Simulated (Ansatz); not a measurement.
Hg₃H₁₂Se₃⁺. Charge 1, multiplicity 2. Geometry PBE-D4/def2-SVP, that of the neutral singlet; atoms count from 1.

Cartesian coordinates in Å:
```
Se -1.723 -0.318 -1.613
Hg -0.529 2.668 -2.890
Se 1.434 1.894 -0.147
Hg -2.388 -3.160 0.244
Se 0.313 -1.596 1.739
Hg 2.868 0.533 2.692
H -3.151 0.072 -1.724
H -1.778 -1.003 -2.929
H 0.512 1.861 -3.918
H -1.582 3.535 -1.927
H 2.723 2.163 -0.832
H 1.403 3.274 0.401
H -1.381 -4.083 -0.716
H -3.449 -2.306 1.212
H 1.132 -2.830 1.845
H -0.202 -1.784 3.119
H 1.820 1.397 3.665
H 3.978 -0.318 1.781
```

In the def2 sets Hg takes a core potential; there is no spin–orbit coupling. In the doublet geometry the species has come apart into loosely held pieces.

Q: Estimate the Mulliken populations from the PBE0/def2-SVP orbitals of Ansatz.

A: 
```csv
atom,charge (e),spin (α − β),d electrons
Se1,0.06,0.30,–
Hg2,0.18,0.06,9.83
Se3,0.02,0.23,–
Hg4,0.18,0.06,9.83
Se5,0.02,0.23,–
Hg6,0.17,0.00,9.84
H7,0.15,-0.01,–
H8,0.15,-0.01,–
H9,-0.09,0.02,–
H10,-0.09,0.01,–
H11,0.14,-0.01,–
H12,0.14,-0.01,–
H13,-0.09,0.00,–
H14,-0.08,0.04,–
H15,0.14,-0.01,–
H16,0.14,-0.01,–
H17,-0.08,0.05,–
H18,-0.08,0.05,–
```
Mulliken values depend strongly on the basis.

Q: Where does the spin sit?

A: Summed by element: Se 0.76, Hg 0.12, H 0.12, of 1 unpaired in all. Largest on single atoms: Se1 0.30, Se3 0.23, Se5 0.23.
